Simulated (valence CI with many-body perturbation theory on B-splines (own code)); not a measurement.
**Level structure of Nb**

Method: configuration interaction combined with many-body perturbation theory (CI+MBPT): five valence electrons over a frozen Dirac-Fock core [Kr], radial functions for each j: 7 s, 7 p, 8 d, 6 f, 4 g, 1 h, with the one-electron correlation potential Σ1, the two-electron term Σ2, the three-electron term Σ3, Breit, model QED; selected CI, second order for the rest, scaled by the run's own slope (own B-spline code, finite nucleus).

Against 16 measured levels this calculation errs by 122 cm⁻¹ on average and by 321 at most. These come from a selection out of the NIST Handbook of Basic Atomic Spectroscopic Data. Levels without a partner in it may be off by more, other configurations by 1,000 to 4,000 cm⁻¹. Among the levels kept, up to 2100 cm⁻¹ of a level comes from second order outside the variational space, and about a tenth of that is noise between levels of different J, which matters for small intervals.

Levels 1 to 45 of 49, with energies above the lowest level, 4d4 5s 6D_1/2. "Leading %" is the weight of the configuration and term that name the level; weights of strongly mixed levels are sums over their largest components and can fall short.

```csv
No.,Configuration,Term,J,E (cm⁻¹),Leading %,g,Second component
1,4d4 5s,6D,1/2,0.0,95,3.330,
2,4d4 5s,6D,3/2,153,96,1.866,
3,4d4 5s,6D,5/2,391,96,1.656,
4,4d4 5s,6D,7/2,688,96,1.585,
5,4d3 5s2,4F,3/2,849,82,0.403,5 % 4d4 5s 4F
6,4d4 5s,6D,9/2,1037,95,1.553,
7,4d3 5s2,4F,5/2,1301,82,1.031,6 % 4d4 5s 4F
8,4d3 5s2,4F,7/2,1858,82,1.240,6 % 4d4 5s 4F
9,4d3 5s2,4F,9/2,2496,80,1.335,6 % 4d4 5s 4F
10,4d3 5s2,4P,1/2,5067,47,2.653,39 % 4d4 5s 4P
11,4d3 5s2,4P,3/2,5372,48,1.724,37 % 4d4 5s 4P
12,4d3 5s2,4P,5/2,6038,50,1.600,36 % 4d4 5s 4P
13,4d4 5s,4D,1/2,8387,83,0.043,
14,4d4 5s,4D,3/2,8653,87,1.202,
15,4d3 5s2,2G,7/2,8838,74,0.894,13 % 4d4 5s 2G
16,4d4 5s,4D,5/2,8979,86,1.367,
17,4d3 5s2,2G,9/2,9317,70,1.102,13 % 4d4 5s 2G
18,4d4 5s,4D,7/2,9426,87,1.421,
19,4d3 5s2,2D,3/2,9690,45,0.964,20 % 4d3 5s2 2P
20,4d3 5s2,2P,1/2,10314,60,0.653,24 % 4d4 5s 2P
21,4d3 5s2,2D,5/2,10505,58,1.203,28 % 4d4 5s 2D
22,4d5,6S,5/2,10991,93,2.001,
23,4d4 5s,4H,7/2,11039,89,0.684,
24,4d4 5s,4H,9/2,11166,87,0.985,6 % 4d4 5s 4G
25,4d4 5s,4H,11/2,11362,89,1.140,5 % 4d4 5s 4G
26,4d3 5s2,2P,3/2,11531,44,1.177,18 % 4d3 5s2 2D
27,4d4 5s,4H,13/2,11640,94,1.230,
28,4d3 5s2,2H,9/2,12037,65,0.922,18 % 4d4 5s 2H
29,4d4 5s,4G,5/2,12329,61,0.716,27 % 4d4 5s 4F
30,4d3 5s2,2H,11/2,12435,68,1.092,18 % 4d4 5s 2H
31,4d4 5s,4G,7/2,12452,52,1.072,34 % 4d4 5s 4F
32,4d4 5s,4F,3/2,12664,87,0.404,5 % 4d3 5s2 4F
33,4d4 5s,4G,9/2,12672,44,1.232,39 % 4d4 5s 4F
34,4d4 5s,4F,5/2,13021,58,0.886,27 % 4d4 5s 4G
35,4d4 5s,4G,11/2,13267,84,1.265,5 % 4d5 4G
36,4d4 5s,4F,7/2,13308,51,1.135,34 % 4d4 5s 4G
37,4d4 5s,4F,9/2,13466,45,1.252,40 % 4d4 5s 4G
38,4d4 5s,2F,5/2,13615,55,0.862,28 % 4d3 5s2 2F
39,4d4 5s,2F,7/2,13725,53,1.145,29 % 4d3 5s2 2F
40,4d4 5s,4P,1/2,14147,52,2.622,34 % 4d3 5s2 4P
41,4d4 5s,4P,3/2,14713,54,1.715,33 % 4d3 5s2 4P
42,4d4 5s,4P,5/2,15410,46,1.550,26 % 4d3 5s2 4P
43,4d3 5s 5p,6G°,3/2,15804,92,0.002,
44,4d4 5s,4D,7/2,15838,88,1.426,4 % 4d5 4D
45,4d4 5s,4D,3/2,15989,85,1.208,5 % 4d5 4D
```

Names give the largest LS component (configuration and term), which can be under half, so a name can repeat, a term be missing and a line seem to break the LS rules; names also repeat where a configuration has a term twice.

The ionisation energy to 4d4 5D_0 of the next ion comes out as 6.6873 eV (NIST: 6.75885 eV (measured), further off than twice its uncertainty). All 49 levels together are meant to be complete up to 16795 cm⁻¹.
